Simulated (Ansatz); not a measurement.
A geometry relaxed with PBE0-D3(BJ)/def2-TZVP in Ansatz (an electronic-structure program), charge 0, multiplicity 1:

```xyz
7

Br    -1.2393     0.1260     2.1133
N      1.1039    -0.2406    -0.1933
Br    -1.6986    -1.4001    -1.0624
Si    -0.5295     0.1212     0.0156
H      1.4334    -1.1882    -0.1018
H      1.8108     0.4441     0.0222
Br    -0.8806     2.1375    -0.7936
```

Task: Write the SMILES of this molecule.

Result: `N[Si](Br)(Br)Br`
